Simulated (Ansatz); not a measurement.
Geometry optimisation, RKS B3LYP-D4/def2-SVP in Ansatz 0.2.0.

input.yaml

```yaml
crystal:
  periodic: [false, false, false]
  atoms:
    - { symbol: B, position_ang: [-0.106686, -0.505012, -0.293026] }
    - { symbol: H, position_ang: [0.528648, 0.329305, 1.860803] }
    - { symbol: F, position_ang: [0.958899, 0.156603, -0.724165] }
    - { symbol: F, position_ang: [-1.268363, 0.116899, -0.439055] }
    - { symbol: Si, position_ang: [0.025112, -2.311234, 0.499677] }
    - { symbol: H, position_ang: [-0.346866, -3.367697, -0.489151] }
    - { symbol: H, position_ang: [1.416701, -2.568172, 0.97017] }
    - { symbol: H, position_ang: [-0.904319, -2.41879, 1.661336] }
    - { symbol: H, position_ang: [0.172574, -0.221702, 2.153211] }
basis:
  gaussian: { orbitals: def2-SVP }
hamiltonian:
  xc: b3lyp
  dispersion: d4
relax:
  f_tol: 0.03
  max_steps: 50
```

Launched with:

```bash
$ ansatz run input.yaml --threads 2 --pin off --max-ram 3072MiB --backend cpu --events-out ev --progress --plain --runs-dir out
```

Where does it end, and by what steps?

The forces met the threshold. The force dipped under the threshold on the way, but the program's further checks kept it going. After 17 steps the energy has fallen by 0.171 eV; H9 moved furthest, 0.79 Å.

| step | energy less start (eV) | largest force component (eV/Å) | accepted |
| --- | --- | --- | --- |
| 0 | 0.0000 | 1.328 | yes |
| 1 | -0.1179 | 0.555 | yes |
| 2 | -0.1323 | 0.824 | yes |
| 3 | -0.1562 | 0.554 | yes |
| 4 | -0.1600 | 0.547 | yes |
| 5 | -0.1152 | 1.545 | no |
| 6 | -0.1681 | 0.036 | yes |
| 7 | -0.1684 | 0.038 | yes |
| 8 | -0.1690 | 0.134 | yes |
| 9 | -0.1697 | 0.037 | yes |
| 10 | -0.1694 | 0.154 | no |
| 11 | -0.1702 | 0.016 | yes |
| 12 | -0.1705 | 0.070 | yes |
| 13 | -0.1706 | 0.054 | yes |
| 14 | -0.1708 | 0.028 | yes |
| 15 | -0.1710 | 0.032 | yes |
| 16 | -0.1710 | 0.032 | yes |
| 17 | -0.1711 | 0.010 | yes |

```xyz
9
Properties=species:S:1:pos:R:3
B -0.173 -0.585 -0.378
H 0.808 0.576 2.117
F 0.881 0.181 -0.606
F -1.350 -0.068 -0.688
Si -0.013 -2.466 0.391
H -0.328 -3.465 -0.675
H 1.364 -2.719 0.901
H -0.995 -2.642 1.501
H 0.281 0.397 2.636
```

Whether the end is a true minimum wasn't checked by a vibrational analysis.

Run time: 51 s on 2 threads of Arm Neoverse N1, on a shared host, peak memory 0.16 GiB.
